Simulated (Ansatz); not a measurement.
Input and output for C2H4BClO.

```yaml
crystal:
  periodic: [false, false, false]
  atoms:
    - {symbol: B, position_ang: [0.331860, 0.120635, -1.412801]}
    - {symbol: C, position_ang: [-0.063436, 0.273336, 0.081985]}
    - {symbol: Cl, position_ang: [1.679638, -1.032711, -0.613887]}
    - {symbol: C, position_ang: [-0.627038, -0.164543, 1.335297]}
    - {symbol: O, position_ang: [0.132142, 1.078259, 1.066393]}
    - {symbol: H, position_ang: [-0.433162, -0.533717, -2.059163]}
    - {symbol: H, position_ang: [0.834646, 1.093268, -1.892689]}
    - {symbol: H, position_ang: [-1.679269, -0.000278, 1.536594]}
    - {symbol: H, position_ang: [-0.086882, -0.880550, 1.941272]}
basis:
  gaussian: {orbitals: aug-pcseg-2}
hamiltonian: {xc: {name: wB97X-V}}
output: {forces: true}
```

```sh
$ ansatz run in.yaml --threads 2 --pin off --events-out ev --progress --plain --max-ram 4352MiB
```

Shortened log:

```
Functional definition: wB97X-V
1374 factors; their error is unknown
604 factors; integrals over basis functions are off by at most 2.6e-5 eV
mean field evaluation 1: about -17380.6685 eV, gradient 2.8e1 eV
mean field evaluation 2: about -17381.5636 eV, gradient 2.3e1 eV
mean field evaluation 4: about -17382.4086 eV, gradient 1.6e0 eV
mean field evaluation 8: about -17382.4180 eV, gradient 1.1e-1 eV
mean field evaluation 16: about -17382.4302 eV, gradient 1.0e-3 eV
mean field -17382.43015397 eV, -638.7925259242 hartree, gradient 8.8e-5 eV, S^2 0.000000; 0 other end points of the search recorded, 0 dependent functions left out
reference -17382.43015090 eV, -638.7925258112 hartree; 23, 23 occupied and 303, 303 virtual orbitals, 1374 factors
Total energy: -17382.43015090 eV, -638.7925258112 hartree
Atom 0 at     0.331860     0.120635    -1.412801 Å, force     0.039621    -0.007743    -0.249249 eV/Å
Atom 1 at    -0.063436     0.273336     0.081985 Å, force    -0.161282     0.100060     0.085417 eV/Å
Atom 2 at     1.679638    -1.032711    -0.613887 Å, force     0.140124    -0.097900     0.001014 eV/Å
Atom 3 at    -0.627038    -0.164543     1.335297 Å, force    -0.080496    -0.076762     0.128669 eV/Å
Atom 4 at     0.132142     1.078259     1.066393 Å, force     0.063527     0.076009     0.032525 eV/Å
Atom 5 at    -0.433162    -0.533717    -2.059163 Å, force    -0.003496     0.012010     0.010726 eV/Å
Atom 6 at     0.834646     1.093268    -1.892689 Å, force    -0.009521     0.000941     0.008133 eV/Å
Atom 7 at    -1.679269    -0.000278     1.536594 Å, force     0.005744    -0.001954    -0.005946 eV/Å
Atom 8 at    -0.086882    -0.880550     1.941272 Å, force     0.005780    -0.004661    -0.011289 eV/Å
Dipole moment:    -0.583379     0.003160     0.673363 e Å
```

It took 27 s on 2 threads of an Arm Neoverse V2 on a shared host, with 1.5 GiB of host memory at the peak.
